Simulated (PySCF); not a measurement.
C2H5NSi, SMILES C#C[SiH2]N, CAM-B3LYP/def2-SVP optimised geometry.

```
9

C      1.36    -0.70     0.00
C      0.15    -0.71     0.00
Si    -1.70    -0.71     0.00
N     -2.44     0.85     0.00
H      2.44    -0.69     0.00
H     -2.14    -1.43    -1.23
H     -2.14    -1.43     1.23
H     -2.41     1.43     0.84
H     -2.41     1.43    -0.84
```

Density from CAM-B3LYP/def2-TZVP run with PySCF at that geometry.

Minimum of the electron density along straight lines between bonded atoms, close to the bond critical point (lines longer than 1.1 times the sum of covalent radii, or with two minima, are not listed):

| bond | length / Å | ρ at the minimum / e bohr⁻³ | ∇²ρ there / e bohr⁻⁵ | position (fraction from the first atom) |
|---|---|---|---|---|
| C1–C2 | 1.213 | 0.419 | -1.26 | 0.52 |
| C2–Si3 | 1.850 | 0.116 | 0.27 | 0.61 |
| Si3–N4 | 1.722 | 0.134 | 0.55 | 0.40 |
| C1–H5 | 1.075 | 0.285 | -1.06 | 0.67 |
| Si3–H6 | 1.485 | 0.124 | 0.13 | 0.49 |
| Si3–H7 | 1.485 | 0.124 | 0.13 | 0.49 |
| N4–H8 | 1.014 | 0.330 | -1.59 | 0.74 |
| N4–H9 | 1.014 | 0.330 | -1.59 | 0.74 |
